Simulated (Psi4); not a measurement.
hydrogen selenide (H₂Se), singlet, at a GFN2-xTB geometry.

Input for Psi4:
```
memory 2 GB

molecule mol {
0 1
Se   -0.002122    0.055731   -0.001401
H    -0.991565   -0.986707    0.017580
H     1.063712   -0.908138    0.030069
}

set {
  basis 3-21g
  reference rks
}

energy('b3lyp')
print_variables()
```

Problem. What does this run give for the nuclear repulsion energy, number of basis functions, dipole moment?

Solution. 
| Property | Result |
|---|---|
| nuclear repulsion energy | 25.2919 Eh |
| number of basis functions | 27 |
| dipole moment | 1.21 D |
